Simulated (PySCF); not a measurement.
Structure problem from calculated spectra and properties.

Elements present: C, Cl, F, H and Si. Monoisotopic mass: 191.9740 u.

* NMR, other nuclei: isotropic shieldings of nuclei other than C and H, by class: 328 (1 F), 334 (1 F), 352 (1 Si), 677 (1 Cl), 750 (1 Cl) ppm [GIAO PBE0/pcSseg-1]
* 1H NMR: chemical shifts (computed TMS as zero) by class: 6.26 (1 H), 5.02 (1 H), 2.42 (1 H), 1.34 (3 H), 1.18 (1 H), 0.61 (1 H) ppm [GIAO PBE0/pcSseg-1]
* 13C NMR: chemical shifts (computed TMS as zero) by class: 91.6 (1 C), 41.5 (1 C), 23.9 (1 C), 18.6 (1 C) ppm [GIAO PBE0/pcSseg-1]
* Rotational structure: rotational constants A, B, C: 1.359, 0.569, 0.553 GHz [GFN2-xTB]
* Dipole: 3.24 D [PBE0/pcSseg-1]

The electronic properties come from PySCF, for the isolated species, density fitting. Levels stand in brackets. The structure is a single GFN2-xTB conformer in the gas phase; no vibrational or solvent corrections. NMR values are class means; diastereotopic atoms form classes of their own.

Question: Which formula fits the mass and the elements?

Answer: C4H8Cl2F2Si (calculated 191.9740). No other formula that holds each of these elements comes within 0.0003 u with a fitting electron parity and a possible valence count.

Question: Give a SMILES that accounts for the data.

Answer: Numbering: `[CH3:1][C@@H:2]([CH2:3][SiH:4]([F:5])[F:6])[CH:7]([Cl:8])[Cl:9]`. Its formula, C4H8Cl2F2Si, gives 0 degrees of unsaturation, so no ring and no π bond. 4 carbons fall into 4 classes; from least to most shielded: CHCl2 carbon [C7] (91.6 ppm), sp3 CH carbon [C2] (41.5 ppm), sp3 carbon bound to silicon [C3] (23.9 ppm), methyl carbon [C1] (18.6 ppm). Hydrogen classes from least to most shielded: 1 H on a CHCl2 carbon, C7 (6.26 ppm), 1 H on a fluorine-bound silicon, Si4 (5.02 ppm), 1 H on an sp3 CH carbon, C2 (2.42 ppm), 3 H on a methyl carbon, C1 (1.34 ppm, a mean of values up to 1.2 ppm apart in this geometry), 1 H on an sp3 carbon bound to silicon, C3 (1.18 ppm), 1 H on an sp3 carbon bound to silicon, C3 (0.61 ppm). The other shieldings belong to: 328 ppm, silicon-bound fluorine [F6]; 334 ppm, silicon-bound fluorine [F5]; 352 ppm, fluorine-bound silicon [Si4]; 677 ppm, alkyl chlorine [Cl8]; 750 ppm, alkyl chlorine [Cl9]. The optimised geometry has point group C1 and is an asymmetric top. Structure: `C[C@@H](C[SiH](F)F)C(Cl)Cl`. The assignments are read from this structure; whether some other isomer fits the data as well wasn't checked. The mirror image fits equally. NMR values of atoms bound to several Cl lack the spin–orbit term that these neighbours bring.

Conformer computed: `[CH3:1][C@@H:2]([CH2:3][SiH:4]([F:5])[F:6])[CH:7]([Cl:8])[Cl:9]`: C1–C2–C3–Si4 -166°, C2–C3–Si4–F5 43°, C1–C2–C7–Cl8 63°.
